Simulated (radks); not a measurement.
Problem. The mean radii <r> (bohr) of the occupied orbitals of an atom or ion are listed with their occupations. All-electron calculation, Dirac Kohn-Sham, BLYP, spin-unpolarised, spherical densities, point nucleus. Program: a radial shooting solver on a logarithmic mesh with Libxc functionals.

orbital  occ.      <r>
1s1/2       2  0.02558
2s1/2       2   0.1093
2p1/2       2  0.09192
2p3/2       4  0.09792
3s1/2       2   0.2917
3p1/2       2   0.2816
3p3/2       4   0.2935
3d3/2       4   0.2644
3d5/2       6   0.2681
4s1/2       2   0.6739
4p1/2       2   0.6969
4p3/2       4   0.7243
4d3/2       4   0.7949
4d5/2       6   0.8049
5s1/2       2    1.636
5p1/2       2    1.858
5p3/2       4    1.942
6s1/2       1    4.309

Name the element and its charge. Open shells, if any, fill j = l - 1/2 first.

Solution. Z = 56, barium, charge +1: Ba+ in [Xe] 6s1. The 1s radius gives Z: for a bare nucleus <r> = (2 gamma + 1)/(2Z) with gamma = sqrt(1 - (Z/c)^2), 0.02523 bohr for Z = 56, and screening makes it slightly larger (0.02558 here). The occupations add up to 55, and the charge is Z minus that.
